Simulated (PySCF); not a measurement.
Compound: C₁₁H₁₂.
Numbering: `[CH2:1]=[C:2]([CH3:3])[C:4](=[CH2:5])[c:6]1[cH:7][cH:8][cH:9][cH:10][cH:11]1` (hydrogens: H12, H13 on C1; H14, H15, H16 on C3; H17, H18 on C5; H19 on C7; H20 on C8; H21 on C9; H22 on C10; H23 on C11)

Structure used (PBE0-D3(BJ)/def2-SVP), in Å, numbered top down from 1:
```
atom  x, y, z in Å
C1    -2.040   -0.906    0.544
C2    -2.021    0.042   -0.409
C3    -3.300    0.553   -1.007
C4    -0.747    0.586   -0.933
C5    -0.699    1.332   -2.053
C6     0.519    0.294   -0.207
C7     1.601   -0.291   -0.876
C8     2.805   -0.529   -0.215
C9     2.946   -0.185    1.127
C10    1.876    0.399    1.804
C11    0.672    0.633    1.145
H12   -1.123   -1.313    0.974
H13   -2.988   -1.309    0.911
H14   -4.172    0.130   -0.490
H15   -3.358    1.651   -0.950
H16   -3.378    0.282   -2.073
H17    0.250    1.735   -2.415
H18   -1.592    1.566   -2.634
H19    1.486   -0.571   -1.926
H20    3.636   -0.992   -0.753
H21    3.889   -0.372    1.647
H22    1.981    0.679    2.856
H23   -0.162    1.094    1.679
```

Level of theory: PBE0-D3(BJ)/def2-SVP geometry optimisation, gas phase (PySCF 2.14.0).

Masses are those of the commonest isotopes; rigid-rotor values at the optimised geometry. The values belong to one conformer with, in the numbering `[CH2:1]=[C:2]([CH3:3])[C:4](=[CH2:5])[c:6]1[cH:7][cH:8][cH:9][cH:10][cH:11]1`, C1–C2–C4–C5 167°, C2–C4–C6–C7 125°.

**Question.** Give the principal moments of inertia and the rotational constants in cm⁻¹.

**Answer.** Ia = 206.35, Ib = 711.54, Ic = 815.16 u·Å²; 505379 MHz·u·Å²/I gives 2449, 710.3 and 620.0 MHz, that is A = 0.08169, B = 0.02369, C = 0.02068 cm⁻¹.

**Question.** What kind of rotor is it?

**Answer.** A near-prolate asymmetric top. Ray's parameter κ = (2B − A − C)/(A − C) = -0.901; −1 is the prolate and +1 the oblate limit.

**Question.** Is it planar, by Δ = Ic − Ia − Ib?

**Answer.** Not planar: Δ = Ic − Ia − Ib = -102.74 u·Å². For a rigid frame Δ = −2 Σ m c², so Σ m c² = 51.37 u·Å² lies off the ab plane: 12.22 from hydrogen and 39.15 from heavier atoms. The atom farthest from that plane is 1.34 Å away.

**Question.** Give the other two planar moments, Paa and Pbb, and the rms extents of the mass along the axes.

**Answer.** Paa = Σ m a² = (Ib + Ic − Ia)/2 = 660.17 and Pbb = Σ m b² = (Ia + Ic − Ib)/2 = 154.98 u·Å². With the mass M = 144.09 u, the rms extents √(P/M) along a, b and c are 2.14, 1.04, 0.60 Å.

**Question.** Which types of transition are allowed, and where do some lines up to J = 2 fall?

**Answer.** The dipole components are |μa| = 0.25 D, |μb| = 0.04 D, |μc| = 0.02 D. The squared components, which scale the intensities, stand as 1.00 : 0.03 : 0.01 (a : b : c). Some lines, for components of 0.1 D or more:

| type | branch | J(Ka,Kc) | MHz | lower level (cm⁻¹) |
| --- | --- | --- | --- | --- |
| a | R | 1(0,1) ← 0(0,0) | 1330 | 0.000 |
| a | R | 2(1,2) ← 1(1,1) | 2570 | 0.102 |
| a | R | 2(0,2) ← 1(0,1) | 2657 | 0.044 |
| a | R | 2(1,1) ← 1(1,0) | 2751 | 0.105 |

**Question.** Estimate the classical rotational partition function at 10 K, 200 K and 298.15 K.

**Answer.** Point group C1, symmetry number σ = 1; q = (√π/σ)·√((kT/h)³/(ABC)), k/h = 20836.6 MHz/K: 5130 at 10 K, 459000 at 200 K, 836000 at 298.15 K.

No PBE0-D3(BJ)/def2-SVP frequencies stand behind this structure, so it isn't proved a minimum. These are rigid-rotor constants of the computed structure; measured ground-state constants (B0) also hold zero-point vibration. A rigid rotor knows nothing of internal rotation, which can split or shift real lines.
